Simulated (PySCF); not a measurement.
GeH2, SMILES [GeH2] (connectivity only; charge and spin as stated), charge -1, multiplicity 2. Coordinates come from a TPSSh-D3(BJ)/def2-TZVPD optimisation. The multiplicity is an assumed one; other spin states were not compared. The isomer is the one that the SMILES or the coordinates give; other isomers of the formula were not compared.

Level of theory: TPSSh-D3(BJ)/def2-TZVPD run with PySCF.

Harmonic wavenumbers (cm⁻¹): 886, 1720, 1722. Rotational constants (GHz): 198.5, 186.5, 96.17; symmetry number 2.

Problem. Work out the zero-point energy and the ideal-gas rigid-rotor harmonic-oscillator thermochemistry at 298.15 K and 1 atm.

Solution. ZPE = ½ Σ hcν = ½ × 4329 cm⁻¹ = 25.89 kJ/mol. H − E(el) = 35.97 kJ/mol. Entropy in J/(mol K): translation 162.53, rotation 57.68, vibration 0.66, spin 5.76, total 226.64. G − E(el) = -31.61 kJ/mol. Cp = 35.72 J/(mol K).
